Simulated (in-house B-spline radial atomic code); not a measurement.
Te III (Te2+) is squeezed into an impenetrable sphere of radius R (the orbitals vanish at R). Caution: exact exchange at fractional occupations of open shells leaves self-interaction of up to several eV. Level of theory: non-relativistic PBE0, spin-polarised, spherical fractional occupations, point nucleus; calculated with a B-spline radial code for spherical atoms.

Energies in eV above the free ion in [Kr] 4d10 5s2 5p2:

```
R (bohr)  highest level (eV)  [Kr] 4d10 5s2 5p2  [Kr] 4d10 5s2 5p1 5f1  [Ar] 3d9 4s2 4p6 4d10 5s2 5p2 5f1  -dE/dV in [Kr] 4d10 5s2 5p2 (GPa)
    7.07               -23.5             0.0104                  27.53                              618.3                             0.0385
    6.35               -23.4            0.04797                   29.9                              620.2                              0.214
    5.38               -23.2             0.3502                  34.96                              624.6                               2.09
    4.39               -21.8              2.446                  45.11                              633.9                                 21
    3.65               -18.1              10.04                   62.7                              651.4                                123
    2.94               -6.99              39.38                  107.4                              699.3                                774
    2.54                8.83               88.9                  169.2                              767.7                               2500
    2.15                42.5              211.2                  305.5                              919.9                               9230
    1.92                  81              370.2                  472.3                               1106                              22000
    1.42                 299               1516                   1613                               2369                             203000
```

Q: Does [Kr] 4d10 5s2 5p1 5f1 fall below [Kr] 4d10 5s2 5p2 under compression?

A: No, it stays above over the whole range.

Q: Does [Ar] 3d9 4s2 4p6 4d10 5s2 5p2 5f1 fall below [Kr] 4d10 5s2 5p2 under compression?

A: No, it stays above over the whole range.

The highest level is first positive in the row R = 2.54 bohr, pushed up by confinement above the zero of the free ion's potential. Each configuration is held fixed and needn't be the lowest in the sphere.
